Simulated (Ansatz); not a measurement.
arsenic atom (As), quartet. Base run: B3LYP/3-21G in Ansatz (an electronic-structure program).

Geometry (Å):
```xyz
1

As     0.0000     0.0000     0.0000
```
Charge 0, spin multiplicity 4.
Orbitals are unrestricted.
All else is at Ansatz's defaults.
Base energy -2225.10056 Eh.

Variants of this job, named by their change:

| change | ΔE vs base (kcal/mol) |
|---|---|
| base | 0.000 |
| final_grid = 4, 8, 17 | 0.003 |
| final_grid = 14, 28, 59 | 0.000 |
| fitting.mean_field = def2-universal-JKFIT | 0.030 |
| final_grid = 10, 20, 41 | 0.000 |
| point_charge = charge:0.5 position_ang:2.7711, 0.858, -0.7646 | -0.86 |
| point_charge = charge:1.0 position_ang:1.9508, -2.2576, -0.312 | -3.60 |
| accuracy = high | 0.000 |
| lower_state_search = full | 0.000 |
| nuclear_model = gaussian | 4.82 |
| lower_state_search = light | 0.000 |
